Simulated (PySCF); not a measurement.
**Two-dimensional NMR puzzle**

Compound of formula C$_{6}$H$_{14}$Si. Correlations simulated from computed shifts and the bond graph:

HSQC (one-bond C–H):
```
  δH    δC
2.46  33.2
1.94  31.6
1.54  20.6
1.08  21.7
1.06  15.8
0.74  20.6
0.28  -2.2
```

COSY cross peaks (H two or three bonds apart, from the bond graph; peaks can be absent where the dihedral angle is near 90°):
```
  δH    δH
4.87  1.94
4.87  1.54
4.87  0.74
4.87  0.28
2.46  1.94
2.46  1.54
2.46  1.08
2.46  0.74
1.94  1.06
1.54  0.74
```

HMBC (two and three bonds, from the bond graph):
```
  δH                            δC
4.87  33.2, 31.6, 20.6, 15.8, -2.2
2.46        31.6, 21.7, 20.6, 15.8
1.94  33.2, 21.7, 20.6, 15.8, -2.2
1.54        33.2, 31.6, 21.7, -2.2
1.08              33.2, 31.6, 20.6
1.06                    33.2, 31.6
0.74        33.2, 31.6, 21.7, -2.2
0.28                    31.6, 20.6
```

- σ from GIAO-PBE0/pcSseg-1
- coordinates at the GFN2-xTB level
- run in PySCF
- equivalent nuclei averaged, one conformer, no solvent, non-relativistic

δ = σ(ref) − σ, references computed at the same level: $^{1}$H (σ = 31.72 ppm), $^{13}$C (σ = 186.93 ppm) against TMS.

Exchangeable hydrogens are left out of these lists.

Task: Work out the connectivity.

Result: `C[C@@H]1C[Si@@H](C)[C@@H]1C`.

Numbering as in the mapped SMILES `[CH3:1][C@@H:2]1[CH2:3][Si@@H:4]([CH3:5])[C@@H:6]1[CH3:7]`. Hydrogens are named by the atom that carries them. Ha(C3) is cis to C1 on the ring; Hb(C3) is trans to C1 on the ring.

δC 33.2 is C2, an sp3 CH in a ring (δH 2.46). δC 31.6 is C6, an sp3 CH bonded to Si (δH 1.94). δC 21.7 is C1, a methyl carbon (δH 1.08). δC 20.6 is C3, an sp3 CH2 bonded to Si (δH 1.54, 0.74). δC 15.8 is C7, a methyl carbon (δH 1.06). δC -2.2 is C5, a methyl carbon bonded to Si (δH 0.28). COSY links 4.87–1.94, 4.87–1.54, 4.87–0.74, 4.87–0.28, 2.46–1.94, 2.46–1.54.

The data come from this structure; uniqueness wasn't tested.

Shifts are as computed. Against solution values, carbons near 30 ppm lie about +3 ppm off and those near 130 ppm about +5 ppm. Of 1211 compounds with measured shifts, 218 miss one by over three times the rms of a fit or turn the order of signals round; such compounds aren't used in these exercises.
